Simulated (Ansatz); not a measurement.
Species: SnBr2, charge 0, multiplicity 1. SMILES: [Br][Sn][Br]
Geometry: optimised at B3LYP-D3(BJ)/def2-TZVP (Ansatz, an electronic-structure program).

Computed values are from Ansatz. Correlated levels leave the core frozen unless marked. UHF or UKS for open shells. Spin-orbit coupling is left out. The frozen core is the preceding noble-gas configuration, with the filled d and f shells of earlier blocks. In def2 rows, elements after Kr have scalar-relativistic effective core potentials. CBS(X,Y): correlation extrapolated as X^-3; Hartree-Fock from the larger set. The bracket is a focal-point correction in the basis named.

```
Item                                                                                                                  Result
-------------------------------------------  -------------------------------------------------------------------------------
atomisation energy De                        165.4 kcal/mol at RI-MP2/CBS(def2-TZVPPD,def2-QZVPPD)+[CCSD(T)-MP2]/def2-TZVPPD
vertical ionisation energy (to the doublet)         9.77 eV at RI-MP2/CBS(def2-TZVPPD,def2-QZVPPD)+[CCSD(T)-MP2]/def2-TZVPPD
vertical triplet-singlet gap                        2.61 eV at RI-MP2/CBS(def2-TZVPPD,def2-QZVPPD)+[CCSD(T)-MP2]/def2-TZVPPD
total energy                                  -5358.9345 Eh at RI-MP2/CBS(def2-TZVPPD,def2-QZVPPD)+[CCSD(T)-MP2]/def2-TZVPPD
dipole moment                                                                                    3.10 D at CCSD(T)/def2-SVPD
T1 diagnostic                                                                                      0.014 at CCSD/def2-TZVPPD
```
